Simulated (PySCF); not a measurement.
Cost against size for one kind of job: PySCF, PBE0-D3(BJ)/def2-SVP geometry optimisation, gas phase; work: geometry optimisation from a GFN2-xTB start. Hardware: Arm Neoverse V2, one thread (shared host). Other jobs ran on the host; a repeat could differ by tens of per cent or more.

| species (SMILES) | atoms | electrons | basis functions | SCF cycles | gradient evaluations | wall time |
| --- | --- | --- | --- | --- | --- | --- |
| [O][V] (quartet state) | 2 | 31 | 45 | 26 | 3 | 2.5 s |
| [NH2][Cr][NH2] (quintet state) | 7 | 42 | 79 | 26 | 3 | ? |
| CC(=S)CC#N | 11 | 52 | 113 | 64 | 9 | 36 s |
| CC[C@@H]1C[C@H]1F | 15 | 48 | 129 | 40 | 7 | ? |
| CC(C)(F)c1ccccc1 | 21 | 74 | 195 | 32 | 5 | ? |

**Question.** Estimate the withheld figures.

**Answer.** `[NH2][Cr][NH2]`: 8.2 s; `CC[C@@H]1C[C@H]1F`: 37 s; `CC(C)(F)c1ccccc1`: 1.7 min.

**Question.** With all rows, how does the wall time grow with the number of basis functions N?

**Answer.** A straight line through log(time) against log(N) has slope 2.6 between N = 45 and 195, and the rows scatter about it by a factor of about 1.3 (standard error of the fit). This is a fit to these rows, whose iteration counts differ, not the method's formal scaling.

**Question.** Which species took longest, and how many times the shortest run?

**Answer.** `CC(C)(F)c1ccccc1`, at 1.7 min: about 41 times the shortest (2.5 s).
